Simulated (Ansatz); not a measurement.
AsH4NO2Si (`O[SiH]1N[As]1O`), one more setting.

```yaml
crystal:
  periodic: [false, false, false]
  atoms:
    - {symbol: O, position_ang: [-0.235802, 0.581932, -1.779423]}
    - {symbol: Si, position_ang: [0.893241, -0.021832, -0.766086]}
    - {symbol: N, position_ang: [0.540274, -1.232121, 0.348551]}
    - {symbol: As, position_ang: [0.530498, 0.276119, 1.491558]}
    - {symbol: O, position_ang: [-1.137867, 0.959008, 1.154567]}
    - {symbol: H, position_ang: [-1.045332, 0.839345, -1.322253]}
    - {symbol: H, position_ang: [2.148758, -0.106975, -1.532125]}
    - {symbol: H, position_ang: [0.111828, -2.132051, 0.485410]}
    - {symbol: H, position_ang: [-1.717298, 0.790476, 1.902699]}
basis:
  gaussian: {orbitals: 6-31G, point_charges: [{charge: 2.00, position_ang: [6.862, 0.583, 0.877]}]}
total_charge: -1
magnetization: {spin_polarized: true, initial_magnetization: 1}
hamiltonian: {xc: {name: B3LYP}, dispersion: d3bj}
```

```sh
$ ansatz run in.yaml --threads 4 --pin off --events-out ev --progress --plain --max-ram 10444MiB
```

Shortened log:

```
Functional definition: B3LYP
801 factors; integrals over basis functions are off by at most 2.6e-4 eV
mean field evaluation 1: about -74354.4444 eV, gradient 3.9e1 eV
mean field evaluation 2: about -74340.2124 eV, gradient 6.7e1 eV
mean field evaluation 4: about -74360.1691 eV, gradient 5.4e0 eV
mean field evaluation 8: about -74360.4363 eV, gradient 2.8e-1 eV
mean field evaluation 16: about -74360.4461 eV, gradient 1.1e-2 eV
mean field -74360.44612749 eV, -2732.6959918645 hartree, gradient 3.1e-5 eV, S^2 0.753294; 5 other end points of the search recorded, 0 dependent functions left out
reference -74360.44637022 eV, -2732.6960007848 hartree; 38, 37 occupied and 39, 40 virtual orbitals, 801 factors
Total energy: -74360.86413232 eV, -2732.7113532586 hartree
```

Hardware: 4 threads of an Arm Neoverse V2 on a shared host. Wall time 3 s, peak host memory 0.44 GiB.
